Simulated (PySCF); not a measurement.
# UHF on Yb (ytterbium, neutral)

Configuration: [Xe] 4f14 5d2, high-spin 3F determinant (an excited configuration). Computed with PySCF 2.14 in x2c-TZVPall (11s7p7d4f1g, 104 functions), with scalar relativity by spin-free X2C-1e.

* Total energy: -14054.386496 hartree
* One-electron energy: -19313.5274 hartree
* Hartree (Coulomb) energy: 5551.9581 hartree
* Exchange energy: -292.8172 hartree
* ⟨S²⟩: 2.0031
* ⟨L²⟩: 12.027
* Sum of ⟨r⟩: 44.67 bohr
* Sum of ⟨r²⟩: 84.10 bohr²
* Langevin diamagnetic susceptibility: -66.6 ×10⁻⁶ cm³/mol

```
shell  electrons  mean orbital energy (hartree)  spread (hartree)  rms radius, mean of both spins (bohr)
 1s β          1                    -2265.24198                 0                                 0.0223
 1s α          1                    -2265.24149                 0                                 0.0223
 2s α          1                     -388.58073                 0                                 0.0901
 2s β          1                     -388.58005                 0                                 0.0901
 2p α          3                     -343.11466                 0                                 0.0815
 2p β          3                     -343.11403                 0                                 0.0815
 3s β          1                      -89.62588                 0                                  0.231
 3s α          1                      -89.62430                 0                                  0.231
 3p β          3                      -75.60723                 0                                  0.232
 3p α          3                      -75.60549                 0                                  0.232
 3d β          5                      -58.07577           0.00027                                  0.212
 3d α          5                      -58.07481           0.00094                                  0.212
 4s β          1                      -18.63142                 0                                  0.519
 4s α          1                      -18.62887                 0                                  0.519
 4p β          3                      -13.92742                 0                                  0.552
 4p α          3                      -13.92482                 0                                  0.552
 4d β          5                       -7.53671           0.00110                                  0.606
 4d α          5                       -7.53460           0.00330                                  0.606
 5s α          1                       -2.40863                 0                                   1.32
 5s β          1                       -2.39654                 0                                   1.32
 5p α          3                       -1.24573                 0                                   1.58
 5p β          3                       -1.21739                 0                                   1.58
 4f β          7                       -0.47983           0.00181                                  0.867
 4f α          7                       -0.47816           0.00057                                  0.867
 5d α          2                       -0.10000           0.00001                                   4.91
```

Spin-orbit coupling, absent here, splits the open shell strongly.

Densities and radii are taken from the X2C orbitals without a picture-change correction, which distorts them close to the nucleus.

Spin-orbit constants ζ (cm⁻¹) from the X2C one-electron operator on these orbitals: bare nucleus, nucleus screened by l(l+1)(2l+1)/3 electrons, and screened by the Breit-Pauli mean field of the electrons.

```json
{"shell": "2p", "bare": "5343000", "screened nucleus": "5190000", "mean field": "n/a"}
{"shell": "3p", "bare": "1146000", "screened nucleus": "1113000", "mean field": "n/a"}
{"shell": "3d", "bare": "179500", "screened nucleus": "153800", "mean field": "n/a"}
{"shell": "4p", "bare": "254700", "screened nucleus": "247400", "mean field": "n/a"}
{"shell": "4d", "bare": "33690", "screened nucleus": "28870", "mean field": "n/a"}
{"shell": "4f", "bare": "5027", "screened nucleus": "3016", "mean field": "n/a"}
{"shell": "5p", "bare": "28130", "screened nucleus": "27320", "mean field": "n/a"}
{"shell": "5d", "bare": "402.8", "screened nucleus": "345.2", "mean field": "n/a"}
```

To first order the Landé constant is A = 172.6 cm⁻¹, so the lowest level has J = 2 and lies 0.0856 eV below the centre of the term. This holds in LS coupling only.
